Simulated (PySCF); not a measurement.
C4H6ClF, SMILES FC1(CCl)CC1.

Geometry optimised at PBE-D3(BJ)/def2-SVP. One conformer was computed; it need not be the lowest.

These are PBE-D3(BJ)/def2-SVP in PySCF 2.14.0 values and carry that method's errors.

Frequencies are harmonic and unscaled.

```csv
mode,ν (cm⁻¹),IR (km/mol),moving atoms (share of kinetic energy)
1,85,1.5,"C 36 %, F 24 %, Cl 22 %, H 18 %"
2,167,0.7,"Cl 36 %, C 33 %, F 16 %, H 15 %"
3,302,0.0,"C 34 %, H 31 %, Cl 19 %, F 17 %"
4,326,0.9,"H 45 %, C 39 %, F 16 %"
5,404,8.9,"C 37 %, F 37 %, H 25 %"
6,482,8.2,"C 57 %, H 19 %, Cl 12 %, F 12 %"
7,714,26.6,"C 67 %, H 16 %, Cl 9 %"
8,726,11.8,"H 59 %, C 29 %"
9,752,11.4,"H 56 %, C 34 %"
10,847,2.7,"H 62 %, C 31 %"
11,867,7.8,"H 67 %, C 32 %"
12,904,12.4,"H 55 %, C 29 %, F 15 %"
13,958,15.8,"C 53 %, H 43 %"
14,982,21.9,"C 60 %, H 37 %"
15,1010,22.0,"C 51 %, H 45 %"
16,1017,3.0,"H 57 %, C 43 %"
17,1120,10.4,"H 81 %, C 17 %"
18,1132,2.0,"H 77 %, C 23 %"
19,1226,20.1,"H 79 %, C 20 %"
20,1298,59.4,"C 61 %, H 33 %"
21,1323,3.2,"H 58 %, C 42 %"
22,1367,6.8,"H 91 %, C 9 %"
23,1391,12.6,"H 84 %, C 16 %"
24,1444,18.2,"C 60 %, H 40 %"
25,3018,10.2,H 95 %
26,3067,4.6,H 95 %
27,3072,1.3,H 95 %
28,3090,3.6,"H 90 %, C 10 %"
29,3164,0.7,"H 89 %, C 11 %"
30,3175,1.2,"H 89 %, C 11 %"
```
